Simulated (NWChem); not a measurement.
System: VN2H3Cl2; SMILES [NH]=[V]([NH2])([Cl])[Cl]

```xyz
8

V     -0.2922    -0.0689     0.0000
N     -1.0944    -1.4334     0.0000
H     -1.4491    -2.3905     0.0000
Cl     0.9053     0.0773     1.8059
Cl     0.9053     0.0773    -1.8059
N     -1.5778     1.1701     0.0000
H     -2.5832     1.0333     0.0000
H     -1.3200     2.1574     0.0000
```
Atoms are numbered in this order, from 1.

Results from NWChem. Coordinates come from a PBE0/def2-SVP optimisation. Not confirmed as a minimum by frequencies. Level r2SCAN/def2-SVP: energy and gradient on several grids; changes count from the extra-fine grid, which is no exact limit either.

```json
[
 {"grid": "xcoarse", "size of the energy change (μHa)": "500", "largest change of a gradient component (μHa/bohr)": "10000"},
 {"grid": "coarse", "size of the energy change (μHa)": "600", "largest change of a gradient component (μHa/bohr)": "800"},
 {"grid": "medium", "size of the energy change (μHa)": "80", "largest change of a gradient component (μHa/bohr)": "90"},
 {"grid": "fine", "size of the energy change (μHa)": "20", "largest change of a gradient component (μHa/bohr)": "< 30"},
 {"grid": "xfine", "size of the energy change (μHa)": "< 10", "largest change of a gradient component (μHa/bohr)": "< 30"}
]
```
